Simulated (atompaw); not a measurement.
Mg (Z = 12) PAW (atompaw): all-electron and pseudo phase curves

```json
{
 "Element": "Mg (Z = 12)",
 "Generator": "atompaw 4.2.0.5",
 "Type": "PAW",
 "Functional": "LDA (PW92)",
 "Relativity": "scalar-relativistic",
 "Frozen core": "[He]",
 "Valence charge": "10",
 "Reference configuration": "2s2 2p6 3s2 3p0",
 "Partial waves": "2s (bound): rc 1.10 bohr; 3s (bound): rc 1.15 bohr; 2p (bound): rc 0.70 bohr; 3p (bound, empty): rc 1.15 bohr",
 "Local potential": "troulliermartins scheme with l = 2 at 0 Ry, radius 0.80 bohr",
 "Core correction": "smooth core density matched at 1.10 bohr",
 "Augmentation charge": "sinc compensation charge, radius 0.54 bohr; PAW radius 1.15 bohr; waves and projectors: custom rrkj vanderbiltortho"
}
```

The phase is arctan(r·u′/u) with u = r·R(r), unwrapped; energies in Ry, scanned from -8 to 5 Ry. A pole is an energy at which the radial function vanishes at the test radius. The pseudo phase is shifted by a multiple of π to meet the all-electron one at the reference energy, and phase errors are pseudo minus all-electron; the curves can meet again beyond the range given. Levels narrower than the energy grid can be missing from the lists of poles.

| channel | radius (bohr) | reference energy (Ry) | poles, all-electron | poles, pseudo | unbroken range about the reference energy with phases within 0.05 rad | phase error 1 Ry above the reference energy (rad) |
| --- | --- | --- | --- | --- | --- | --- |
| s | 1.16 | -0.35 | -4.09 | -4.09 | the whole range | +0.000 |
| p | 1.16 | -0.10 | -1.90 | -1.90 | the whole range | -0.000 |

Phases in the p channel:

| E (Ry) | all-electron | pseudo |
| --- | --- | --- |
| -8.00 | 1.176 | 1.176 |
| -7.76 | 1.163 | 1.163 |
| -7.52 | 1.149 | 1.149 |
| -7.28 | 1.132 | 1.132 |
| -7.04 | 1.113 | 1.114 |
| -6.80 | 1.092 | 1.092 |
| -6.56 | 1.067 | 1.067 |
| -6.32 | 1.038 | 1.038 |
| -6.08 | 1.002 | 1.002 |
| -5.84 | 0.959 | 0.959 |
| -5.60 | 0.904 | 0.905 |
| -5.36 | 0.834 | 0.835 |
| -5.12 | 0.741 | 0.741 |
| -4.88 | 0.613 | 0.613 |
| -4.64 | 0.433 | 0.434 |
| -4.40 | 0.182 | 0.182 |
| -4.16 | -0.144 | -0.144 |
| -3.92 | -0.496 | -0.496 |
| -3.68 | -0.801 | -0.801 |
| -3.44 | -1.029 | -1.029 |
| -3.20 | -1.191 | -1.191 |
| -2.96 | -1.308 | -1.308 |
| -2.72 | -1.394 | -1.394 |
| -2.48 | -1.460 | -1.460 |
| -2.24 | -1.512 | -1.512 |
| -2.00 | -1.555 | -1.555 |
| -1.76 | -1.591 | -1.591 |
| -1.52 | -1.621 | -1.621 |
| -1.28 | -1.648 | -1.648 |
| -1.04 | -1.671 | -1.671 |
| -0.80 | -1.693 | -1.693 |
| -0.56 | -1.712 | -1.712 |
| -0.32 | -1.730 | -1.730 |
| -0.08 | -1.748 | -1.748 |
| 0.16 | -1.764 | -1.764 |
| 0.40 | -1.780 | -1.780 |
| 0.64 | -1.795 | -1.795 |
| 0.88 | -1.810 | -1.810 |
| 1.12 | -1.825 | -1.825 |
| 1.36 | -1.840 | -1.840 |
| 1.60 | -1.855 | -1.855 |
| 1.84 | -1.870 | -1.871 |
| 2.08 | -1.886 | -1.886 |
| 2.32 | -1.902 | -1.903 |
| 2.56 | -1.919 | -1.920 |
| 2.80 | -1.936 | -1.937 |
| 3.04 | -1.954 | -1.956 |
| 3.28 | -1.974 | -1.976 |
| 3.52 | -1.994 | -1.997 |
| 3.76 | -2.016 | -2.020 |
| 4.00 | -2.040 | -2.045 |
| 4.24 | -2.065 | -2.072 |
| 4.48 | -2.093 | -2.102 |
| 4.72 | -2.123 | -2.136 |
| 4.96 | -2.156 | -2.173 |
